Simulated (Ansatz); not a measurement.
A single point on C6H15ClHfO3 (`CC[O][Hf]([Cl])([O]CC)[O]CC`).

```yaml
crystal:
  periodic: [false, false, false]
  atoms:
    - {symbol: C, position_ang: [0.783067, 2.343783, 1.878890]}
    - {symbol: C, position_ang: [0.683221, 2.548068, 0.383560]}
    - {symbol: O, position_ang: [-0.168538, 1.616536, -0.206093]}
    - {symbol: Hf, position_ang: [-1.258246, 0.184636, -0.845135]}
    - {symbol: Cl, position_ang: [-3.269092, 1.079424, -1.771078]}
    - {symbol: O, position_ang: [-0.301844, -0.780514, -2.190483]}
    - {symbol: C, position_ang: [0.595804, -1.380421, -3.070717]}
    - {symbol: C, position_ang: [1.930950, -0.668859, -3.075946]}
    - {symbol: O, position_ang: [-1.685773, -0.986357, 0.603629]}
    - {symbol: C, position_ang: [-1.828247, -1.820350, 1.710249]}
    - {symbol: C, position_ang: [-0.973871, -1.357657, 2.869844]}
    - {symbol: H, position_ang: [1.451452, 3.086485, 2.321718]}
    - {symbol: H, position_ang: [1.173574, 1.349657, 2.108184]}
    - {symbol: H, position_ang: [-0.199017, 2.442945, 2.346659]}
    - {symbol: H, position_ang: [1.676082, 2.466088, -0.076428]}
    - {symbol: H, position_ang: [0.308061, 3.555071, 0.164675]}
    - {symbol: H, position_ang: [0.160074, -1.371941, -4.077178]}
    - {symbol: H, position_ang: [0.728761, -2.431530, -2.785473]}
    - {symbol: H, position_ang: [1.809331, 0.374461, -3.375800]}
    - {symbol: H, position_ang: [2.618387, -1.150349, -3.776033]}
    - {symbol: H, position_ang: [2.383258, -0.690130, -2.081481]}
    - {symbol: H, position_ang: [-1.555752, -2.844349, 1.425299]}
    - {symbol: H, position_ang: [-2.884897, -1.837255, 2.003977]}
    - {symbol: H, position_ang: [-1.248212, -0.343872, 3.170074]}
    - {symbol: H, position_ang: [0.083800, -1.360276, 2.595225]}
    - {symbol: H, position_ang: [-1.106434, -2.019290, 3.729564]}
basis:
  gaussian: {orbitals: def2-QZVPP}
correlation: {method: mp2}
```

```sh
$ ansatz run in.yaml --threads 11 --pin off --events-out ev --progress --plain --max-ram 174080MiB --backend cuda --devices 0, --max-vram 75GiB
```

Shortened log:

```
Functional definition: HF
6669 factors; integrals over basis functions are off by at most 1.2e-3 eV
mean field evaluation 1: about -26330.1819 eV, gradient 7.3e1 eV
mean field evaluation 2: about -26330.4927 eV, gradient 7.3e1 eV
mean field evaluation 4: about -26341.6299 eV, gradient 7.9e0 eV
mean field evaluation 8: about -26341.8127 eV, gradient 5.1e-1 eV
mean field -26341.81343402 eV, -968.0437885779 hartree, gradient 1.4e-6 eV, S^2 0.000000; 0 other end points of the search recorded, 0 dependent functions left out
14 core orbitals not correlated: weight in the atoms' cores, before any rotation towards them, 1.000 or more for the frozen orbitals, at most 0.000 for the correlated occupied ones
reference -26341.81343402 eV, -968.0437885779 hartree; 38, 38 occupied and 1062, 1062 virtual orbitals, 6669 factors
second order -66.81625435 eV of doubles, -0.00000000 eV of singles
Total energy: -26408.62968837 eV, -970.4992406354 hartree
```

Run time 7 s (11 threads of an AMD EPYC 7R13 on a shared host and a whole NVIDIA H100 80 GB); peak host memory 1.9 GiB.
